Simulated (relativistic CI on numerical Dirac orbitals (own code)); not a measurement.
## d2 in a ligand field

Computed with a parametric ligand-field model of a d^n configuration (Racah B and C, spin-orbit zeta, crystal field), exact diagonalisation.

Field parameters in Wybourne normalisation: Td as Oh with Dq negative (B⁴₀ = 21Dq, B⁴₄ = √(5/14) B⁴₀). The field is a parameter set, without covalency.

Task: Ground term and bands for B = 550, C = 2420, ζ = 0 cm⁻¹, Td, 10Dq = -6490 cm⁻¹?

Result: Ground term 3A2 with 2.00 electrons in the two orbitals of the cubic e set. Spin-allowed: 3T2 6490 cm⁻¹ (1541 nm), 3T1 10471 cm⁻¹ (955 nm), 3T1 17249 cm⁻¹ (580 nm). Lowest spin-forbidden: 1E 8977 cm⁻¹ (1114 nm), 1A1 14797 cm⁻¹ (676 nm), 1T2 15247 cm⁻¹ (656 nm). With an A2 ground term the first spin-allowed band lies at |10Dq| itself.

Task: Ground term and bands for B = 550, C = 2420, ζ = 0 cm⁻¹, Td, 10Dq = -8470 cm⁻¹?

Result: Ground term 3A2 with 2.00 electrons in the two orbitals of the cubic e set. Spin-allowed: 3T2 8470 cm⁻¹ (1181 nm), 3T1 13090 cm⁻¹ (764 nm), 3T1 20570 cm⁻¹ (486 nm). Lowest spin-forbidden: 1E 9035 cm⁻¹ (1107 nm), 1A1 15331 cm⁻¹ (652 nm), 1T2 17324 cm⁻¹ (577 nm). With an A2 ground term the first spin-allowed band lies at |10Dq| itself.

Task: Ground term and bands for B = 550, C = 2420, ζ = 0 cm⁻¹, Td, 10Dq = -2530 cm⁻¹?

Result: Ground term 3A2 with 2.00 electrons in the two orbitals of the cubic e set. Spin-allowed: 3T2 2530 cm⁻¹, 3T1 4405 cm⁻¹ (2270 nm), 3T1 11435 cm⁻¹ (875 nm). Lowest spin-forbidden: 1E 8654 cm⁻¹ (1156 nm), 1T2 10860 cm⁻¹ (921 nm), 1A1 13140 cm⁻¹ (761 nm). With an A2 ground term the first spin-allowed band lies at |10Dq| itself.

Task: Ground term and bands for B = 550, C = 2420, ζ = 0 cm⁻¹, Td, 10Dq = -3020 cm⁻¹?

Result: Ground term 3A2 with 2.00 electrons in the two orbitals of the cubic e set. Spin-allowed: 3T2 3020 cm⁻¹ (3311 nm), 3T1 5217 cm⁻¹ (1917 nm), 3T1 12093 cm⁻¹ (827 nm). Lowest spin-forbidden: 1E 8729 cm⁻¹ (1146 nm), 1T2 11434 cm⁻¹ (875 nm), 1A1 13401 cm⁻¹ (746 nm). With an A2 ground term the first spin-allowed band lies at |10Dq| itself.

Task: Ground term and bands for B = 550, C = 2420, ζ = 0 cm⁻¹, Td, 10Dq = -7480 cm⁻¹?

Result: Ground term 3A2 with 2.00 electrons in the two orbitals of the cubic e set. Spin-allowed: 3T2 7480 cm⁻¹ (1337 nm), 3T1 11811 cm⁻¹ (847 nm), 3T1 18879 cm⁻¹ (530 nm). Lowest spin-forbidden: 1E 9009 cm⁻¹ (1110 nm), 1A1 15082 cm⁻¹ (663 nm), 1T2 16291 cm⁻¹ (614 nm). With an A2 ground term the first spin-allowed band lies at |10Dq| itself.
